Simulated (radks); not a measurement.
Values are calculated unless marked as measured or tabulated.
Pd14+, 32 electrons, occupied as [Ar] 3d10 4s2 4p(1/2: 1, 3/2: 1). Code: a radial shooting solver on a logarithmic mesh with Libxc functionals. Model: Dirac Kohn-Sham, BLYP, spin-unpolarised, spherical densities, finite nucleus; Fermi nuclear charge, rms radius 4.5318 fm.

Normalised radial functions P(r) = r R(r) (large component), r in bohr:

```
   r/bohr * 3p3/2, o 4p1/2 (the largest magnitude, 1.72, reaches the edge; | marks zero, & curves that meet)
 0.002958                             &
 0.004274                             &
 0.006225                             o*
 0.009067                             |&
  0.01321                             |o*
  0.01923                             | o *
  0.02779                             |   o  *
  0.04047                             |     o    *
  0.05895                             |      o       *
  0.08585                             |      o       *
    0.124                             | o     *
   0.1807                     * o     |
   0.2631     *            o          |
   0.3832  *                     o    |
   0.5537             *               |         o
   0.8064                        *    |                   o
    1.175                            *|            o
    1.711                             *  o
    2.472                             &
```

3p3/2: eigenvalue -825.93 eV, 1 radial node at r = 0.151 bohr, <r> = 0.378 bohr, 90 % of the charge inside 0.569 bohr. 4p1/2: eigenvalue -331.21 eV, 2 radial nodes at r = 0.139, 0.440 bohr, <r> = 0.869 bohr, 90 % of the charge inside 1.25 bohr.
